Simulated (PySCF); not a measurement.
**[Lu(H2CO)]3+ relaxed at several levels**

Computed with PySCF 2.14.0, PBE0, def2-SVP on the ligands, density fitting, scalar-relativistic core potentials, no spin-orbit coupling, vacuum. Each row is relaxed at its own level from the same template. Distances are means of the shortest metal–ligand contacts, charges and spins Mulliken's; removal energies are rigid, with the ligand's formal charge and no counterpoise, so too large; for an anion taken off a cation in vacuum most of it is the attraction of opposite charges, and multiply charged cations can part far more cheaply with an electron moved from ligand to metal. lcecp potentials hold a fixed number of 4f electrons in the core, out of states, spins and gaps.

| level | basis on the metal | point group | M–H2CO (Å) | charge on M (e) | HOMO–LUMO gap (eV) | removal of one H2CO (eV) | strongest infrared band, degenerate modes summed (cm⁻¹) | unstable modes (below −25 cm⁻¹) |
| --- | --- | --- | --- | --- | --- | --- | --- | --- |
| PBE0 | def2-SVP with ECP28 | C2v | 1.971 | 2.47 | 5.96 | 7.20 | 1434 | 0 |

Q: What does the calculation give for PBE0, lcecp-1-SVP with ECP60?

A: point group: C2v, M–H2CO (Å): 2.009, charge on M (e): 2.40, removal of one H2CO (eV): 6.92, strongest infrared band, degenerate modes summed (cm⁻¹): 1436, unstable modes (below −25 cm⁻¹): 0.
```xyz
5

Lu    0.0000    0.0000   -0.1531
O     0.0000    0.0000    1.8558
C     0.0000    0.0000    3.1275
H     0.9737    0.0000    3.6690
H    -0.9737    0.0000    3.6690
```

One start shape was tried for each, so a minimum needn't be the lowest isomer.
